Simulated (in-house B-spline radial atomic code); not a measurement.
Results of a calculation; reference values are marked as such.
**Cu in an electron gas of r_s = 2.67: phase shifts, screening, friction and resistivity**

A nucleus sits in a uniform electron gas with a rigid positive background. The Kohn-Sham equations are solved self-consistently in the spin-unpolarised LDA (PW92), non-relativistic, on B-splines with outgoing waves at the boundary and partial waves to l = 8. The model has no lattice, no bands and no magnetic solution. Atomic units; δ_l are the phase shifts at the Fermi level, counted so that each bound state adds π, and good to about 0.0005.

The density parameter is r_s = 2.67 bohr, near that of the valence electrons of Cu (1 per atom, density 8.96 g/cm³, mass 63.55 u, which gives r_s = 2.67).

| l | δ_l (rad) |
| --- | --- |
| 0 | 9.8436 |
| 1 | 6.7321 |
| 2 | 3.0910 |
| 3 | 0.0064 |
| 4 | 0.0013 |
| 5 | 0.0000 |
| 6 | 0.0000 |
| 7 | -0.0001 |
| 8 | 0.0000 |

Bound levels below the band bottom (hartree): s -320.5, s -37.86, p -33.2, s -3.78, p -2.331.

**Question.** Check the Friedel sum rule, and say where the screening charge sits.

**Answer.** k_F = (9π/4)^(1/3)/r_s = 0.71879. The rule is Z = (2/π) Σ (2l + 1) δ_l. The terms are s 6.267, p 12.857, d 9.839, f 0.029 and 0.006 beyond, in all 28.998 against Z = 29. Bound states hold 6 s, 12 p, 0 d electrons, so the scattering states carry 11.00 in all.

**Question.** Find the transport cross section and the electronic stopping of a 1 keV Cu ion (mass 63.55 u).

**Answer.** σ_tr = (4π/k_F²) Σ (l + 1) sin²(δ_l − δ_(l+1)). The terms for l = 0 to 3 are 0.0009, 0.4589, 0.0097, 0.0001, all together 0.4696, so σ_tr = 24.323 × 0.4696 = 11.422 bohr². With n = 3/(4π r_s³) = 0.01254, the friction coefficient is Q = n k_F σ_tr = 0.1030. For v well below v_F = 0.719, dE/dx = Q v; with 24801 eV per u at v = 1, v = √(1000/(24801 × 63.55)) = 0.0252, so dE/dx = 0.00259 hartree/bohr = 1.33 eV/nm. The largest term couples the p and d waves.

**Question.** What residual resistivity would 1 atomic per cent of such centres give in Cu?

**Answer.** Δρ = k_F n_i σ_tr/n in atomic units of 21.74 μΩ·cm. With one host atom per 1 electron, n_i/n = 0.01/1, so Δρ = 0.7188 × 0.01000 × 11.422 × 21.74 = 1.78 μΩ·cm. This is an atom added to the gas, as on an interstitial site.

**Question.** On a substitutional site the background of one host ion, a sphere holding 1 charge, is taken out. The phase shifts for l = 0 to 4 become 9.5825, 6.4438, 3.0202, -0.0044, -0.0002. What follows?

**Answer.** The Friedel sum is now 28.00, for Z − 1 = 28. The sum in σ_tr is 0.1958, so σ_tr = 4.76 bohr² and Δρ = 0.74 μΩ·cm per atomic per cent, 0.42 times the value above. A real host ion scatters too, so this model doesn't give zero even for the host's own atom.
